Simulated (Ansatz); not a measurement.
```tsv
atom	x (Å)	y (Å)	z (Å)
Cu	-0.0420	-0.0203	-0.0312
H	-0.0469	-0.0052	1.4103
```

Basis set: STO-3G (spherical functions). Correlated methods keep 5 orbitals frozen. Charge 0, multiplicity 1.

Computed with Ansatz (development build ahead of 0.2.0); each method stands on the lowest determinant of its kind that the runs found. Restricted open shells among the atoms or ions are ROHF, correlated in semicanonical orbitals with singles.

Give the atomization energy at this shape (free ground-state atoms in the same class of orbitals less the molecule, no zero-point energy) of singlet CuH by RHF-MP2, RHF.

```csv
method,atomization energy
RHF-MP2,3.31 eV
RHF,2.98 eV
```

This basis has no polarisation functions and is too small for such energies, which can lie far from measured ones in either direction.
